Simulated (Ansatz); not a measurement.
Ansatz (an electronic-structure program) input for H6O3Si2, SMILES O[SiH2][SiH](O)O, CAM-B3LYP/def2-SVPD. The structure is a stationary point at ωB97X-D3(BJ)/def2-SVP. Other conformers were not sampled.

Ansatz 0.2 input:
```yaml
crystal:
  periodic: [false, false, false]
  atoms:
    - {symbol: O, position_ang: [1.08907855, 1.62902545, 0.56559747]}
    - {symbol: Si, position_ang: [1.35437397, 0.31928556, -0.47211446]}
    - {symbol: Si, position_ang: [-0.58924349, -0.84885347, 0.05081218]}
    - {symbol: O, position_ang: [-1.05575145, -0.12064060, 1.47365323]}
    - {symbol: O, position_ang: [-1.64505503, -0.60160299, -1.21676462]}
    - {symbol: H, position_ang: [1.73451144, 2.34302579, 0.57774231]}
    - {symbol: H, position_ang: [1.47876079, 0.76962770, -1.89126446]}
    - {symbol: H, position_ang: [2.62522988, -0.38885952, -0.11981836]}
    - {symbol: H, position_ang: [-0.48095439, -2.30713137, 0.32978480]}
    - {symbol: H, position_ang: [-0.66414938, 0.76045258, 1.56965746]}
    - {symbol: H, position_ang: [-2.51140170, -1.01741940, -1.14775854]}
basis:
  gaussian:
    orbitals: def2-SVPD
hamiltonian:
  xc: {name: CAM-B3LYP}
```

Log of the run:

```
WARN ansatz: RAYON_NUM_THREADS=1 ignored (pool sized by the plan → 1); use --threads N
Functional definition: CAM-B3LYP
integrals: 0.12 GiB planned
1413 factors; their error is unknown
integrals: 0.15 GiB planned
630 factors; integrals over basis functions are off by at most 1.0e-5 eV
mean field: 1.15 GiB planned
mean field evaluation 1: about -21975.7074 eV, gradient 8.0e1 eV
mean field evaluation 2: about -21964.1340 eV, gradient 1.1e2 eV
mean field evaluation 4: about -21986.6655 eV, gradient 2.1e0 eV
mean field evaluation 8: about -21986.7748 eV, gradient 3.3e-2 eV
mean field -21986.77482603 eV, -807.9990716853 hartree, gradient 5.7e-5 eV, S^2 0.000000; 0 other end points of the search recorded, 0 dependent functions left out
reference -21986.77497909 eV, -807.9990773101 hartree; 29, 29 occupied and 136, 136 virtual orbitals, 1413 factors
Total energy: -21986.77497909 eV, -807.9990773101 hartree
```

The calculation finished and met its thresholds.

Cost: about 8 core-seconds (a rough figure).
